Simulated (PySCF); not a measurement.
Isomers of C6H14O2S, mass 150.071 u with the commonest isotopes. Method: PBE0/pcSseg-1 in PySCF (dipole) on a GFN2-xTB geometry, gas phase. One conformer each, none proved a minimum here; rigid rotors.

**Question.** Order these by radius of gyration √(Σ m r²/M), largest first.
A. `[CH3:1][CH2:2][CH2:3][S:4](=[O:5])(=[O:6])[CH2:7][CH2:8][CH3:9]` with C1–C2–C3–S4 74°, C2–C3–S4–O5 52°, C3–S4–C7–C8 175°, S4–C7–C8–C9 -177°
B. `[CH3:1][CH2:2][CH2:3][CH2:4][S:5](=[O:6])(=[O:7])[CH2:8][CH3:9]` with C1–C2–C3–C4 180°, C2–C3–C4–S5 178°, C3–C4–S5–O6 -66°, C4–S5–C8–C9 66°
C. `[CH3:1][CH2:2][C:3]([CH3:4])([CH3:5])[S:6]([CH3:7])(=[O:8])=[O:9]` with C1–C2–C3–C4 61°, C2–C3–S6–C7 63°
D. `[CH3:1][C:2]([CH3:3])([CH3:4])[CH2:5][S:6]([CH3:7])(=[O:8])=[O:9]` with C2–C5–S6–C7 161°

**Answer.** B (2.428 Å), A (2.334 Å), D (2.087 Å), C (2.007 Å).

**Question.** Order these by dipole moment, smallest first.
A. `[CH3:1][CH2:2][CH2:3][CH2:4][S:5](=[O:6])(=[O:7])[CH2:8][CH3:9]` with C1–C2–C3–C4 180°, C2–C3–C4–S5 178°, C3–C4–S5–O6 -66°, C4–S5–C8–C9 66°
B. `[CH3:1][CH2:2][C:3]([CH3:4])([CH3:5])[S:6]([CH3:7])(=[O:8])=[O:9]` with C1–C2–C3–C4 61°, C2–C3–S6–C7 63°
C. `[CH3:1][C:2]([CH3:3])([CH3:4])[CH2:5][S:6]([CH3:7])(=[O:8])=[O:9]` with C2–C5–S6–C7 161°

**Answer.** C (4.27 D), A (4.51 D), B (4.65 D).

**Question.** Order these by rotational constant A, largest first.
A. `[CH3:1][CH2:2][CH2:3][S:4](=[O:5])(=[O:6])[CH2:7][CH2:8][CH3:9]` with C1–C2–C3–S4 74°, C2–C3–S4–O5 52°, C3–S4–C7–C8 175°, S4–C7–C8–C9 -177°
B. `[CH3:1][CH2:2][CH2:3][CH2:4][S:5](=[O:6])(=[O:7])[CH2:8][CH3:9]` with C1–C2–C3–C4 180°, C2–C3–C4–S5 178°, C3–C4–S5–O6 -66°, C4–S5–C8–C9 66°
C. `[CH3:1][C:2]([CH3:3])([CH3:4])[CH2:5][S:6]([CH3:7])(=[O:8])=[O:9]` with C2–C5–S6–C7 161°
D. `[CH3:1][CH2:2][C:3]([CH3:4])([CH3:5])[S:6]([CH3:7])(=[O:8])=[O:9]` with C1–C2–C3–C4 61°, C2–C3–S6–C7 63°

**Answer.** A (3493 MHz), B (2690 MHz), C (2404 MHz), D (2082 MHz).

```tsv
SMILES	point group	Ia (u·Å²)	Ib (u·Å²)	Ic (u·Å²)	κ	μa (D)	μb (D)	μc (D)
CC(C)(C)CS(C)(=O)=O	C1	210.22	545.22	551.31	-0.99	1.08	2.43	3.34
CCCCS(=O)(=O)CC	C1	187.85	758.78	823.30	-0.95	0.13	4.05	1.97
CCC(C)(C)S(C)(=O)=O	C1	242.78	474.51	491.84	-0.93	3.31	1.48	2.92
CCCS(=O)(=O)CCC	C1	144.66	739.46	750.39	-0.99	0.75	3.19	2.56
```
